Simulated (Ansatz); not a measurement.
Basis-set extrapolation for CH4FNSi (`N=C[SiH2]F`) (PBE0-D4/def2-TZVP geometry, frozen core, Ansatz). Multiplicity 1, RHF reference.

|  | def2-TZVPP | def2-QZVPP |
| --- | --- | --- |
| HF | -483.150118 | -483.168631 |
| MP2 correlation | -0.730840 | -0.789299 |
| CCSD(T) correlation | -0.788160 | not run |

Energies in hartree. Use E(X) = E(∞) + A·exp(−7.88·√X) for Hartree–Fock and E(X) = E(∞) + B·X^(−2.97) for correlation, with X = 3 and 4, and add CCSD(T) minus MP2 of the smaller set to the MP2 limit.

Q: What is the CCSD(T) energy at the basis-set limit?

A: HF limit: -483.168631 + (-0.018513) × 0.13774 = -483.17118. MP2 limit: -0.789299 + (-0.058459) × 0.74074 = -0.83260. Higher-order term: -0.788160 − (-0.730840) = -0.05732. Total: -484.06110 hartree, 322.5 kJ/mol below CCSD(T)/def2-TZVPP.
